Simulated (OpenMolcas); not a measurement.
# OpenMolcas run: V³⁺

Input:

```
&GATEWAY
Coord
1

V 0.0 0.0 0.0
Basis=ANO-L-VDZP
Group=XYZ
NoMove
AngMom=0.0 0.0 0.0
AMFI
&SEWARD
* reference wave functions (RASSCF and RASSI steps not shown): 2 electrons in 5 orbitals (3d)
>>> COPY JOB001 $Project.JobIph
&CASPT2
XMultistate=10 1 2 3 4 5 6 7 8 9 10
Frozen=2 3
IPEA=0.4
Shift=0.15
MaxIter=60
WThr=0.0 0.3 0.05
PrWF=0.5
NoMix
>>> COPY JOB002 $Project.JobIph
&CASPT2
XMultistate=15 1 2 3 4 5 6 7 8 9 10 11 12 13 14 15
Frozen=2 3
IPEA=0.4
Shift=0.15
MaxIter=60
WThr=0.0 0.3 0.05
PrWF=0.5
NoMix
```

Launched by
```bash
OMP_NUM_THREADS=1 MOLCAS_MEM=2252 MOLCAS_PROJECT=a pymolcas a.inp > a.log  # once for each step of the input, in one work folder
```

Output, cut to the results:

```
--- CASPT2 ---
Orbital specifications:
      -----------------------

      Symmetry species                           1   2
                                                ag  au
      Frozen orbitals                            2   3
      Inactive orbitals                          1   3
      Active orbitals                            5   0
      Secondary orbitals                         7  13
      Deleted orbitals                           0   0
      Number of basis functions                 15  19
Type of calculation                        XMS-CASPT2
      Fock operator                              state-average
      IPEA shift                                 0.40
      Real shift                                 0.15
      Imaginary shift                            0.00
      The input orbitals will be transformed to quasi-canonical
      The input states will be rotated to diagonalize the Fock operator
Reference energy:        -941.1204103759
      E2 (Non-variational):      -0.1356428030
      Shift correction:          -0.0042576390
      E2 (Variational):          -0.1399004420
      Total energy:            -941.2603108179
      Residual norm:              0.0000000295
      Reference weight:           0.97240
      Contributions to the CASPT2 correlation energy
      Active & Virtual Only:         -0.0018332571
      One Inactive Excited:          -0.0415492053
      Two Inactive Excited:          -0.0922603406
Reference energy:        -941.1204103759
      E2 (Non-variational):      -0.1352088310
      Shift correction:          -0.0042396642
      E2 (Variational):          -0.1394484952
      Total energy:            -941.2598588711
      Residual norm:              0.0000000287
      Reference weight:           0.97251
      Contributions to the CASPT2 correlation energy
      Active & Virtual Only:         -0.0017188640
      One Inactive Excited:          -0.0414873144
      Two Inactive Excited:          -0.0920026526
::    XMS-CASPT2 Root  1     Total energy:   -941.26119329
::    XMS-CASPT2 Root  2     Total energy:   -941.26082041
::    XMS-CASPT2 Root  3     Total energy:   -941.26055804
::    XMS-CASPT2 Root  4     Total energy:   -941.25969022
::    XMS-CASPT2 Root  5     Total energy:   -941.25929816
::    XMS-CASPT2 Root  6     Total energy:   -941.25837986
::    XMS-CASPT2 Root  7     Total energy:   -941.25787508
::    XMS-CASPT2 Root  8     Total energy:   -941.19892147
::    XMS-CASPT2 Root  9     Total energy:   -941.19791179
::    XMS-CASPT2 Root 10     Total energy:   -941.19685733
--- CASPT2 ---
Orbital specifications:
      -----------------------

      Symmetry species                           1   2
                                                ag  au
      Frozen orbitals                            2   3
      Inactive orbitals                          1   3
      Active orbitals                            5   0
      Secondary orbitals                         7  13
      Deleted orbitals                           0   0
      Number of basis functions                 15  19
Type of calculation                        XMS-CASPT2
      Fock operator                              state-average
      IPEA shift                                 0.40
      Real shift                                 0.15
      Imaginary shift                            0.00
      The input orbitals will be transformed to quasi-canonical
      The input states will be rotated to diagonalize the Fock operator
Reference energy:        -941.0608533928
      E2 (Non-variational):      -0.1423473425
      Shift correction:          -0.0045730112
      E2 (Variational):          -0.1469203538
      Total energy:            -941.2077737466
      Residual norm:              0.0000000262
      Reference weight:           0.97042
      Contributions to the CASPT2 correlation energy
      Active & Virtual Only:         -0.0030700513
      One Inactive Excited:          -0.0445901614
      Two Inactive Excited:          -0.0946871298
Reference energy:        -941.0608533928
      E2 (Non-variational):      -0.1430651056
      Shift correction:          -0.0046038053
      E2 (Variational):          -0.1476689109
      Total energy:            -941.2085223037
      Residual norm:              0.0000000294
      Reference weight:           0.97022
      Contributions to the CASPT2 correlation energy
      Active & Virtual Only:         -0.0037283510
      One Inactive Excited:          -0.0431821735
      Two Inactive Excited:          -0.0961545811
::    XMS-CASPT2 Root  1     Total energy:   -941.21074042
::    XMS-CASPT2 Root  2     Total energy:   -941.21001568
::    XMS-CASPT2 Root  3     Total energy:   -941.20986255
::    XMS-CASPT2 Root  4     Total energy:   -941.20932415
::    XMS-CASPT2 Root  5     Total energy:   -941.20891408
::    XMS-CASPT2 Root  6     Total energy:   -941.17433359
::    XMS-CASPT2 Root  7     Total energy:   -941.17393309
::    XMS-CASPT2 Root  8     Total energy:   -941.17334983
::    XMS-CASPT2 Root  9     Total energy:   -941.17293469
::    XMS-CASPT2 Root 10     Total energy:   -941.17283831
::    XMS-CASPT2 Root 11     Total energy:   -941.17219530
::    XMS-CASPT2 Root 12     Total energy:   -941.17157161
::    XMS-CASPT2 Root 13     Total energy:   -941.17150968
::    XMS-CASPT2 Root 14     Total energy:   -941.17100845
::    XMS-CASPT2 Root 15     Total energy:   -941.05887063
```

In XMS-CASPT2 the single-state energies belong to rotated reference states; over a whole degenerate manifold the rotation is arbitrary, and only the multistate roots count.

Levels above the lowest, from the spin-orbit matrix with the multistate effective Hamiltonian, averaged by term, added to it:

| Configuration | Term | J | E (cm-1) | Measured (cm-1) | g | Term weight % |
| --- | --- | --- | --- | --- | --- | --- |
| 3d2 | 3F | 2 | 0.0 | 0.0 | 0.666 | 100 |
| 3d2 | 3F | 3 | 319 | 325 | 1.084 | 100 |
| 3d2 | 3F | 4 | 729 | 735 | 1.251 | 100 |
| 3d2 | 1D | 2 | 11350 | 10959 | 1.006 | 99 |
| 3d2 | 3P | 0 | 13760 |  |  | 100 |
| 3d2 | 3P | 1 | 13870 | 13239 | 1.501 | 100 |
| 3d2 | 3P | 2 | 14110 | 13458 | 1.495 | 99 |
| 3d2 | 1G | 4 | 19520 | 18391 | 1.000 | 100 |
| 3d2 | 1S | 0 | 44500 | 42462 |  | 100 |

Against the 7 measured excited levels shown (Sugar and Corliss, J. Phys. Chem. Ref. Data 7, 1191 (1978)) the mean absolute deviation is 690 cm-1; the largest miss in energy is 3d2 1S0: computed 44500, measured 42462 cm-1 (+4.8 %), and the largest in proportion 3d2 1G4 (+6.2 %).

CASPT2 does not keep the components of a term degenerate, so their means are used; among the terms shown or strongly mixed into the levels shown the widest spread is 730 cm-1 (3d2 1G). The basis is small and was not contracted for so high a charge. Computed and measured levels are paired by configuration, term and J; levels that our copy of the source lacks, or whose pairing is in doubt (as where it misses far off the trend of its configuration), stay unpaired and out of the deviations. Levels of configurations outside the active space are missing.

The CASPT2 steps took 1.5 s on 1 thread of Arm Neoverse V2, on a shared host; the integral step is not counted.

The term weight is that of the spin-free term in the level, not the purity of its configuration.
